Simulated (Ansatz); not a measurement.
## A geometry optimisation of CInOSi with B3LYP-D3(BJ)/def2-SVP

The starting geometry of this gas-phase doublet was optimised with GFN2-xTB.

```xyz
4

C    -0.6707   -2.0829    1.9919
In    1.4659   -2.6553    3.1331
O     0.3534   -1.7797    1.3377
Si   -1.4597   -2.9039    3.3464
```

Question: Predict what becomes of its bonds when it is optimised with B3LYP-D3(BJ)/def2-SVP.

Answer: A bond breaks, giving a structure given below by its coordinates. Distances that change by over a tenth: C1–In2 (2.49 → 2.92 Å). Contacts that open: In2–O3 (2.29 → 3.50 Å).

The energy falls by 0.55 eV over 10 steps:

| step | E − E(last) (eV) |
| --- | --- |
| 1 | 0.554 |
| 2 | 0.344 |
| 3 | 0.165 |
| 4 | 0.077 |
| 5 | 0.038 |
| 6 | 0.008 |
| 7 | 0.001 |
| 8 | 0.000 |
| 9 | 0.000 |
| 10 | 0.000 |

Final geometry (Å):

```xyz
4

C    -0.5534   -2.0740    1.8856
In    1.6060   -2.9251    3.6510
O    -0.1180   -1.5506    0.9302
Si   -1.2457   -2.8722    3.3423
```

Frequencies at the end are all real (lowest 53 cm⁻¹). Open shells are spin-unrestricted. Atoms past krypton carry core potentials, without spin–orbit terms. Run with Ansatz 0.2.0, 37 s on 1 thread of Intel(R) Xeon(R) 6975P-C (Granite Rapids), on a shared host.
